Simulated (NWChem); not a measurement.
TiNH2OCl; SMILES [NH2][Ti](=[O])[Cl]

```xyz
6

Ti    -0.1028     0.3700    -0.0018
O     -1.5268     1.0853     0.0017
Cl     0.1136    -1.8983     0.0006
N      1.2958     1.6293     0.0013
H      2.2894     1.4017     0.0013
H      1.1859     2.6403     0.0044
```
Atoms are numbered in this order, from 1.

Computed with NWChem. Medium grid unless said otherwise, to which SCAN and Minnesota functionals are sensitive. Structure relaxed at the B3LYP/6-31G* (spherical d) level. Hybrids' shares of exact exchange are those that their runs print; pure functionals count as 0. The functionals differ in more than this share.

```
row              share of exact exchange  orbital gap (eV)
---------------  -----------------------  ----------------
PBE/def2-SVP                        0.00              3.18
RPBE/def2-SVP                       0.00              3.22
B3LYP/def2-SVP                      0.20              4.89
B3PW91/def2-SVP                     0.20              5.11
M06/def2-SVP                        0.27              5.64
M06-2X/def2-SVP                     0.54          withheld
```

Problem. Fit a straight line of the last column on the one before it, predict the withheld value, and compare with the run.

Solution. 
1. Means of the 5 shown rows: x = 0.134, y = 4.408. Slope Σ(x − x̄)(y − ȳ)/Σ(x − x̄)² = 0.5694/0.06312 = 9.022; intercept 3.199.
2. The shown rows scatter about the line by 0.071 (root mean square); the largest residual is -0.11, at B3LYP/def2-SVP.
3. At x = 0.54 (M06-2X/def2-SVP; beyond the shown range) the line gives 8.07.
4. The run gives 7.69, -0.38 from the line, 5.4 times the scatter.
